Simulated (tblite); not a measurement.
C4H12N2Si3.
SMILES with atom numbers: `[N:1]#[C:2][C@H:3]1[CH2:4][Si@@H:5]([N:6]([SiH3:7])[SiH3:8])[CH2:9]1` (hydrogens: H10 on C3; H11, H12 on C4; H13 on Si5; H14, H15, H16 on Si7; H17, H18, H19 on Si8; H20, H21 on C9)

Computed with GFN2-xTB (tblite), gas phase: L-BFGS steps from a force-field or distance-geometry start until the largest atomic force falls under 0.01 eV/Å.

Step 107: E = -700.0489 eV
```
atom  x, y, z in Å  |  force x, y, z in eV/Å
N1      3.0891   -1.4179   -2.4851   -0.009  -0.008   0.053
C2      2.7801   -1.0874   -1.4330    0.029  -0.006   0.000
C3      2.3367   -0.6425   -0.1430   -0.002  -0.004  -0.050
C4      1.7048    0.7688   -0.2085   -0.003   0.007  -0.045
Si5     0.2315    0.1716    0.8421    0.009  -0.008  -0.019
N6     -1.3740    0.3941    0.2310    0.014  -0.010   0.026
Si7    -1.8218    1.7867   -0.7298    0.014   0.021   0.021
Si8    -2.6625   -0.6126    0.8532   -0.027   0.003  -0.012
C9      1.1337   -1.4535    0.3962   -0.034  -0.026  -0.019
H10     3.1760   -0.6700    0.5567   -0.021   0.008  -0.015
H11     1.4494    1.0295   -1.2342    0.004   0.001   0.015
H12     2.3520    1.5516    0.1757    0.006   0.004   0.031
H13     0.3408    0.5464    2.2599   -0.009   0.001  -0.001
H14    -0.6500    2.2219   -1.4811    0.002  -0.001  -0.011
H15    -2.9104    1.3707   -1.6089   -0.012  -0.004  -0.024
H16    -2.2636    2.8511    0.1753   -0.014   0.023   0.007
H17    -3.5000    0.1917    1.7469   -0.001  -0.012   0.000
H18    -2.0373   -1.7069    1.5884    0.022  -0.016  -0.004
H19    -3.4421   -1.0983   -0.2855    0.019   0.007   0.021
H20     1.4008   -2.1534    1.1835    0.019   0.010   0.016
H21     0.6579   -2.0248   -0.4005   -0.007   0.011   0.008
```

Step 108: E = -700.0495 eV
```
atom  x, y, z in Å  |  force x, y, z in eV/Å
N1      3.1055   -1.4251   -2.4761   -0.002  -0.016   0.010
C2      2.7868   -1.0892   -1.4289    0.023   0.000   0.036
C3      2.3351   -0.6416   -0.1429   -0.013  -0.009  -0.055
C4      1.7014    0.7686   -0.2123    0.007  -0.005  -0.028
Si5     0.2302    0.1708    0.8403    0.008  -0.006  -0.013
N6     -1.3763    0.3969    0.2337    0.007  -0.011   0.018
Si7    -1.8233    1.7898   -0.7280    0.006   0.008   0.011
Si8    -2.6639   -0.6128    0.8543    0.001  -0.007   0.001
C9      1.1312   -1.4543    0.3926   -0.032  -0.009  -0.030
H10     3.1711   -0.6667    0.5602   -0.014   0.009  -0.003
H11     1.4449    1.0258   -1.2382    0.010   0.008   0.008
H12     2.3479    1.5520    0.1720    0.000   0.006   0.017
H13     0.3501    0.5437    2.2579   -0.020   0.002   0.000
H14    -0.6499    2.2225   -1.4795   -0.010  -0.001  -0.004
H15    -2.9136    1.3766   -1.6087    0.008  -0.002  -0.009
H16    -2.2661    2.8536    0.1772   -0.011   0.024   0.006
H17    -3.4990    0.1919    1.7499   -0.007  -0.017  -0.006
H18    -2.0337   -1.7055    1.5903    0.008   0.000  -0.014
H19    -3.4401   -1.1035   -0.2846    0.016   0.014   0.026
H20     1.3971   -2.1563    1.1785    0.013   0.007   0.003
H21     0.6556   -2.0204   -0.4083    0.001   0.004   0.023
```

**Question.** Estimate the geometry and energy of step 109. (The exact step hangs on the optimiser's Hessian estimate; all steps are aligned on step 108, rigid shifts and turns removed.)

**Answer.** E = -700.0498 eV, largest force 0.035 eV/Å
```
atom  x, y, z in Å  |  force x, y, z in eV/Å
N1      3.1128   -1.4287   -2.4717    0.001  -0.017  -0.003
C2      2.7899   -1.0901   -1.4268    0.027  -0.010   0.020
C3      2.3338   -0.6414   -0.1438    0.004  -0.005  -0.010
C4      1.7002    0.7685   -0.2150    0.003  -0.008  -0.012
Si5     0.2302    0.1704    0.8390   -0.006   0.000  -0.004
N6     -1.3779    0.3991    0.2373    0.014  -0.006   0.008
Si7    -1.8242    1.7912   -0.7263   -0.002   0.002   0.004
Si8    -2.6653   -0.6125    0.8547    0.019  -0.011   0.014
C9      1.1296   -1.4551    0.3905   -0.012   0.010  -0.016
H10     3.1687   -0.6645    0.5620   -0.031   0.005  -0.016
H11     1.4438    1.0248   -1.2407    0.013   0.014   0.001
H12     2.3461    1.5516    0.1712   -0.002   0.006   0.006
H13     0.3560    0.5433    2.2565   -0.025   0.000  -0.004
H14    -0.6497    2.2210   -1.4782   -0.014   0.002  -0.001
H15    -2.9146    1.3785   -1.6084    0.020   0.001   0.002
H16    -2.2681    2.8558    0.1776   -0.008   0.021   0.004
H17    -3.5000    0.1905    1.7517   -0.013  -0.015  -0.007
H18    -2.0326   -1.7046    1.5898    0.004   0.000  -0.013
H19    -3.4383   -1.1049   -0.2849    0.008   0.014   0.020
H20     1.3962   -2.1572    1.1765    0.004   0.008  -0.010
H21     0.6545   -2.0188   -0.4117   -0.004  -0.011   0.019
```

The energy changes by -0.0003 eV. The first-order estimate −F·Δx gives -0.0004 eV and the mean of the old and new forces, exact on a quadratic surface, -0.0003 eV. The step makes an angle of 77° with the force vector and moves no atom by more than 0.009 Å.

What follows is the cost of the whole relaxation. Hardware: one thread, Arm Neoverse N1 (aarch64), no GPU, shared host with 64 logical CPUs at a one-minute load of 61. Cost: 3.9 s wall.
